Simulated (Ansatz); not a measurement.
`[F][Mg][SH]` + CH₃OH → `C[O][Mg][F]` + H₂S at 700 K and 1 bar (ligand exchange at a Mg–S bond).

Calculated with Ansatz (gas phase, PBE0-D4/def2-TZVP geometries, no zero-point term in ΔE). CBS: MP2 limit from def2 TZ/QZ plus the TZ coupled-cluster correction, frozen cores. This one scheme is used for every species. For Mg outer-core shells are correlated without core-valence functions, which leaves a few kJ/mol of doubt a bond. One conformer a species, not always the lowest.

```json
{"species": "`[F][Mg][SH]`", "CCSD(T)/CBS energy (Eh)": "-698.17668", "H − E (kJ/mol)": "70.8", "S (J/(mol·K))": "349.5"}
{"species": "CH₃OH", "CCSD(T)/CBS energy (Eh)": "-115.61712", "H − E (kJ/mol)": "170.8", "S (J/(mol·K))": "288.5"}
{"species": "`C[O][Mg][F]`", "CCSD(T)/CBS energy (Eh)": "-414.81589", "H − E (kJ/mol)": "169.5", "S (J/(mol·K))": "389.3"}
{"species": "H₂S", "CCSD(T)/CBS energy (Eh)": "-398.97279", "H − E (kJ/mol)": "64.8", "S (J/(mol·K))": "236.9"}
```

H − E and S are ideal-gas, rigid-rotor, harmonic terms from PBE0-D4/def2-TZVP, for one conformer and one mirror image of each species. 1 Eh = 2625.50 kJ/mol, R = 8.31446 J/(mol·K).

By hand: ΔE, ΔH, ΔS and ΔG.

ΔE = (-414.81589) + (-398.97279) − (-698.17668) − (-115.61712) = 0.00512 Eh = 13.4 kJ/mol. Δ(H − E) = 169.5 + 64.8 − 70.8 − 170.8 = -7.3, so ΔH = 6.1 kJ/mol. ΔS = 389.3 + 236.9 − 349.5 − 288.5 = -11.8 J/(mol·K). ΔG = 6.1 − 700 × (-11.8)/1000 = 14.4 kJ/mol.

By hand: the equilibrium constant, and the temperature at which ΔG would vanish if ΔH and ΔS stayed fixed.

log₁₀ K = −ΔG/(RT ln 10) = -1.1. ΔH and −TΔS have one sign here, so there is no such temperature.

TΔS isn't small against ΔH here. A doubt of 5 kJ/mol in ΔE shifts log₁₀ K by 0.4 here. Other conformers and mirror images would add mixing entropy, several J/(mol·K) or more a flexible species. These are equilibria of isolated gas molecules and say nothing of rates. Largest T1 diagnostic: 0.012 (customary marks: 0.02 for closed shells, 0.045 for open ones).

ΔS is within the doubt of such terms, so its sign, and with it that verdict, could turn.
